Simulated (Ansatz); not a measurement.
Ansatz (an electronic-structure program) input file for TeCl, SMILES Cl[Te], multiplicity 2, PBE/def2-TZVPD. Coordinates come from a B3LYP-D3(BJ)/def2-TZVP optimisation. The multiplicity is an assumed one; other spin states were not compared. The def2 effective core potentials stand for the cores of Te; spin–orbit coupling is left out.

Ansatz 0.2 input:
```yaml
crystal:
  periodic: [false, false, false]
  atoms:
    - {symbol: Te, position_ang: [0.00000000, 0.00000000, -0.57649326]}
    - {symbol: Cl, position_ang: [0.00000000, 0.00000000, 1.76339115]}
basis:
  gaussian:
    orbitals: def2-TZVPD
hamiltonian:
  xc: {name: PBE}
magnetization: {spin_polarized: true, initial_magnetization: 1}
```

It prints:

```
WARN ansatz: RAYON_NUM_THREADS=1 ignored (pool sized by the plan → 1); use --threads N
Functional definition: PBE
integrals: 0.03 GiB planned
729 factors; their error is unknown
mean field: 0.31 GiB planned
mean field evaluation 1: about -19810.6622 eV, gradient 9.0e0 eV
mean field evaluation 2: about -19807.7381 eV, gradient 2.4e1 eV
mean field evaluation 4: about -19811.0993 eV, gradient 1.6e0 eV
mean field evaluation 8: about -19811.1081 eV, gradient 7.3e-2 eV
mean field evaluation 16: about -19810.9323 eV, gradient 5.3e0 eV
mean field evaluation 32: about -19811.1081 eV, gradient 6.1e-5 eV
mean field -19811.10809819 eV, -728.0447941570 hartree, gradient 6.1e-5 eV, S^2 0.752297; 2 other end points of the search recorded, 0 dependent functions left out
reference -19811.10814614 eV, -728.0447959191 hartree; 21, 20 occupied and 84, 85 virtual orbitals, 729 factors
Total energy: -19811.10814614 eV, -728.0447959191 hartree
```

The run converged.
